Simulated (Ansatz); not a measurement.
Cartesian coordinates in Å:
```
O -0.101 1.464 1.615
C -0.401 0.657 0.597
C 0.425 -0.181 -0.051
B -0.134 -1.012 -1.190
F 0.645 -1.858 -1.863
H 0.831 1.366 1.841
H -1.448 0.750 0.323
H 1.469 -0.242 0.257
H -1.286 -0.943 -1.528
```

Charge 0, multiplicity 1.

List the r2SCAN/def2-TZVPP orbital energies in eV (the Gaussian-basis code of Ansatz). (An estimate is asked.)

Computed: Occupied: -666.04, -517.55, -275.49, -272.64, -181.17, -31.40, -29.00, -20.10, -16.83, -13.80, -13.41, -12.36, -11.04, -10.99, -10.72, -10.36, -9.66, -7.73, -6.68. Lowest empty: -1.74, 0.61, 0.92, 1.90, 2.05, 2.45, 3.58, 4.05.
